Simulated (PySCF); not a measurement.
C5H10N2O.
Structure used (GFN2-xTB), in Å, numbered top down from 1:
```xyz
18
C5H10N2O angstrom
C      2.0641    0.8963   -1.7612
N      1.2025    0.6395   -0.8919
C      1.5492   -0.0800    0.3003
C      0.6065   -1.2722    0.5021
C     -0.8155   -0.8736    0.8940
O     -1.4145   -1.4190    1.7991
N     -1.3329    0.1050    0.1309
C     -2.6469    0.6518    0.3537
H      1.7603    1.4373   -2.6454
H      3.1193    0.6139   -1.6862
H      2.5944   -0.4280    0.2809
H      1.4295    0.6129    1.1398
H      0.5586   -1.8581   -0.4192
H      0.9972   -1.9126    1.2933
H     -0.7270    0.5402   -0.5560
H     -2.5892    1.7175    0.5842
H     -3.0876    0.1226    1.1974
H     -3.2767    0.5128   -0.5275
```

Computed with TDDFT PBE0/def2-SVPD, vertical, gas phase, core orbitals frozen in the response in PySCF 2.14.0, density-fitted response routines.

Ground-to-excited transition dipoles (e·a0, same axes as the geometry; the sign carries no meaning), for the states with f of 0.002 or more among the lowest 8:

```tsv
state	E (hartree)	μx	μy	μz
S2	0.1913	-0.186	-0.055	0.075
S5	0.2429	0.057	-0.304	0.117
S6	0.2513	0.123	-0.083	-0.036
S7	0.2598	-0.158	0.231	-0.377
S8	0.2651	0.254	-0.055	0.091
```

Q: Work out the oscillator strengths.

A: f = (2/3) ΔE |μ|² with ΔE in hartree (27.2114 eV).

```json
{"state": "S2", "|μ|² (au)": "0.043", "|μ| (D)": "0.53", "f": "0.006"}
{"state": "S5", "|μ|² (au)": "0.110", "|μ| (D)": "0.84", "f": "0.018"}
{"state": "S6", "|μ|² (au)": "0.023", "|μ| (D)": "0.39", "f": "0.004"}
{"state": "S7", "|μ|² (au)": "0.220", "|μ| (D)": "1.19", "f": "0.038"}
{"state": "S8", "|μ|² (au)": "0.076", "|μ| (D)": "0.70", "f": "0.013"}
```

Q: Which bond between heavy atoms lies closest to the direction of the S7 transition dipole?

A: N2–C3, at 6° from it; next C5–N7 at 19°.

Q: What angle do the transition dipoles of S5 and S7 make?

A: |cos θ| = |μa·μb| / (|μa| |μb|) = 0.79, so θ ≈ 37° (taken between 0 and 90°, since the signs are arbitrary).

Q: What peak molar absorption coefficient would the strongest computed level give as a lone Gaussian band 0.5 eV wide at half height?

A: ε(max) = 2.175×10⁸ f / FWHM, with the width in cm⁻¹. S7: 2.175×10⁸ × 0.0381 / 4033 ≈ 2100 L mol⁻¹ cm⁻¹.

One conformer stands for the species.
